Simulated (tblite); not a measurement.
Species: C6H6ClP.
Z-matrix (Å and degrees, GFN2-xTB geometry), rows numbered from 1:
```
P 
C   1  1.8297
C   2  1.3914  1  120.38
C   3  1.3818  2  120.69  1   176.84
C   4  1.3860  3  119.37  2    -0.65
Cl  5  1.7288  4  119.60  3   179.88
C   5  1.3861  4  120.80  3    -0.23
C   7  1.3818  5  119.34  4     0.28
H   1  1.3936  2   95.31  3    45.07
H   1  1.3936  2   95.42  3   138.25
H   3  1.0810  2  119.75  1    -3.50
H   4  1.0788  3  120.57  2   179.40
H   7  1.0789  5  120.10  4  -179.72
H   8  1.0811  2  119.69  1     3.57
```

Calculated harmonic vibrations of the isolated species, GFN2-xTB (tblite), most abundant isotopes, no scaling. Errors from tens to a few hundred cm⁻¹ against measured bands are possible. Modes of hydrogen on phosphorus can be 10 to 20 % off. One conformer, not necessarily the lowest.

Harmonic wavenumbers (cm⁻¹): 75.6, 88.9, 186.2, 267.0, 306.2, 307.0, 365.8, 451.9, 525.4, 598.2, 646.1, 736.4, 784.0, 826.1, 864.0, 865.4, 907.0, 918.8, 981.9, 1099.9, 1118.3, 1128.7, 1139.9, 1191.4, 1257.9, 1314.7, 1389.3, 1444.1, 1566.2, 1573.1, 2266.5, 2337.0, 3068.9, 3070.2, 3100.0, 3101.9.

A = 5521, B = 665.8, C = 596.6 MHz; mass 143.990 u (most abundant isotopes); point group Cs, symmetry number 1.

Problem. What is the zero-point energy?

Solution. Half the sum of the wavenumbers: 20935 cm⁻¹ = 250.44 kJ/mol.

Problem. Give the ideal-gas entropy at 200 K and 1 bar in the rigid-rotor, harmonic-oscillator model (classical rotation).

Solution. Translation 162.54, rotation 117.92, vibration 49.61: S = 330.1 J/(mol K).

Problem. And Cp and H(200 K) − H(0)?

Solution. Cp = 95.82 J/(mol K), of which vibrations give 62.56 (their classical limit is 36 R = 299.3); H(200 K) − H(0) = 12.42 kJ/mol without the zero-point energy, 5.77 from vibrations.

Problem. Which modes carry the vibrational entropy at 200 K?

Solution. 75.6 cm⁻¹: 13.48; 88.9 cm⁻¹: 12.17; 186.2 cm⁻¹: 6.48; 267.0 cm⁻¹: 4.06; 306.2 cm⁻¹: 3.25; 307.0 cm⁻¹: 3.23 J/(mol K); the other 30 give 6.94 together.

Problem. What must be added to the electronic energy to get the Gibbs energy at 200 K and 1 bar?

Solution. ZPE + [H(200 K) − H(0)] − T·S = 250.44 + 12.42 − 66.01 = 196.85 kJ/mol.

Hindered rotation and anharmonicity are outside this model. Other conformers, if any are populated, would add a mixing term that is left out.
